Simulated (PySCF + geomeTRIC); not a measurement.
Species: [Cr(=O)2(NH2)2] (charge 0, multiplicity 1).

### Question
Give a relaxed geometry from PySCF + geomeTRIC with BP86-D3(BJ)/def2-SVP.

### Answer
Several could match; the one computed here: the end point of this relaxation, one of several conformers.
Z-matrix (Å, degrees):
```
Cr
O 1 1.5707
O 1 1.5708 2 115.99
N 1 1.8074 2 107.23 3 -119.64
H 4 1.0243 1 123.21 2 -30.18
H 4 1.0243 5 113.44 1 175.09
N 1 1.8074 2 107.14 3 119.68
H 7 1.0243 1 123.17 2 29.96
H 7 1.0243 8 113.46 1 -175.04
```
